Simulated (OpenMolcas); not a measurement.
Tc3+ among 5 point charges of -2 e arranged as a trigonal bipyramid (D3h). The axial distance is 1.06 times the equatorial one, R.

| Item | Value |
| --- | --- |
| Program | OpenMolcas 26.06 |
| Method | CASSCF |
| Basis | ANO-RCC-VDZP [6s5p3d1f] |
| Scalar Hamiltonian | DKH2, point nucleus |
| Active space | 4 electrons in 5 orbitals (4d) |
| State averaging | 2S+1 = 5 even, 5 roots; 2S+1 = 3 even, 45 roots; 2S+1 = 1 even, 50 roots |
| Spin-orbit coupling | RASSI with atomic mean-field integrals over the reference wave functions |

All point charges move together. At R = 2.01 Å the first state of the same spin is 7342 cm-1, and at R = 2.13 Å it is 5581 cm-1.

Question: A third run gives 4525 cm-1. What distance was it run at?

Answer: With a power law R^-n the two known points give n = -ln(5581 / 7342) / ln(2.13 / 2.01) = 4.73. Then R = 2.01 × (7342 / 4525)^(1/4.73) = 2.227 Å. The run was at 2.23 Å, so the estimate is off by -0.003 Å.

Without dynamic correlation the repulsion within the d shell is too large (B by tens of per cent), so at a given field states of lower spin stand too high. Point charges give a weaker field than real ligands, and real ions of this kind are as a rule low spin; the high spin found here belongs to the model. Point charges carry no covalency, so the field is a model and not that of real ligands. No measured value stands beside these numbers.
